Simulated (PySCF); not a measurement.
Species: C5H10FNS.
Cartesian coordinates in Å at the GFN2-xTB level; atoms count from 1:
```xyz
18
C5H10FNS angstrom
C     -1.6265   -1.3399    0.7295
N     -1.2423   -0.0653    0.1814
C     -2.0274    0.6170   -0.6496
S     -1.6310    2.0227   -1.3868
C      0.0848    0.4186    0.4874
C      1.1050    0.0044   -0.5787
C      2.4927    0.5194   -0.2355
F      2.9479   -0.0790    0.9175
H     -2.6465   -1.5792    0.4358
H     -1.5697   -1.3131    1.8204
H     -0.9627   -2.1293    0.3673
H     -3.0067    0.1797   -0.8227
H      0.0399    1.5113    0.5303
H      0.3864    0.0297    1.4621
H      0.8077    0.4204   -1.5414
H      1.1375   -1.0839   -0.6592
H      2.4874    1.5975   -0.0491
H      3.2147    0.2754   -1.0203
```

Method used: PySCF, TDDFT CAM-B3LYP/def2-SVPD, vertical, gas phase, core orbitals frozen in the response.

Transition dipole moments from the ground state, in atomic units and in the frame of the coordinates above (overall signs are arbitrary), for the states with f of 0.002 or more among the lowest 8:

```tsv
state	E (eV)	μx	μy	μz
S2	5.169	-0.260	1.169	-0.779
S3	5.968	0.302	-0.488	0.334
S4	6.243	0.056	-0.130	-0.442
S5	6.286	0.542	0.016	0.115
S6	6.765	-0.014	0.188	-0.079
S7	6.851	-0.109	0.122	-0.323
S8	6.889	-0.190	0.435	0.160
```

Task: What oscillator strength does each state have?

Result: f = (2/3) ΔE |μ|² with ΔE in hartree (27.2114 eV).

```
state  |μ|² (au)  |μ| (D)      f
   S2      2.040     3.63  0.258
   S3      0.441     1.69  0.065
   S4      0.215     1.18  0.033
   S5      0.307     1.41  0.047
   S6      0.042     0.52  0.007
   S7      0.131     0.92  0.022
   S8      0.251     1.27  0.042
```

Task: What angle do the transition dipoles of S4 and S5 make?

Result: |cos θ| = |μa·μb| / (|μa| |μb|) = 0.09, so θ ≈ 85° (taken between 0 and 90°, since the signs are arbitrary).

Task: How is the summed strength of these states shared among x, y and z?

Result: (2/3) Σ ΔE μα² gives 0.076 for x, 0.251 for y and 0.148 for z, 0.475 in all.

Task: What peak molar absorption coefficient would the strongest computed level give as a lone Gaussian band 0.3 eV wide at half height?

Result: ε(max) = 2.175×10⁸ f / FWHM, with the width in cm⁻¹. S2: 2.175×10⁸ × 0.2584 / 2420 ≈ 23000 L mol⁻¹ cm⁻¹.

One conformer stands for the species.
